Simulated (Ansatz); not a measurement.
All numbers were calculated with Ansatz.

Basis-set series for SeSn, SMILES `[Se][Sn]`. The species carries charge 0 and has multiplicity 1. Sn takes the def2 core potential. The geometry is a stationary point of PBE0-D4/def2-TZVP.

```xyz
2

Se    0.034   -1.139   -0.232
Sn   -0.034    1.139    0.232
```

```csv
functional,basis,functions,energy (Eh),HOMO (eV),LUMO (eV)
PBE0-D4,def2-SVP,58,-2615.33340,-7.03,-2.46
PBE0-D4,def2-QZVPP,171,-2615.68590,-7.09,-2.57
ωB97M-V,def2-SVP,58,-2615.42731,-8.95,-0.68
ωB97M-V,def2-QZVPP,171,-2615.77719,-9.04,-0.89
```

(1) Give the rows for def2-TZVPP. (Best estimate.)

## Answers

(1) The calculation gave: 
```tsv
functional	basis	functions	energy (Eh)	HOMO (eV)	LUMO (eV)
PBE0-D4	def2-TZVPP	98	-2615.63429	-7.07	-2.55
ωB97M-V	def2-TZVPP	98	-2615.72724	-9.02	-0.85
```

Scalar relativity is left out up to krypton.
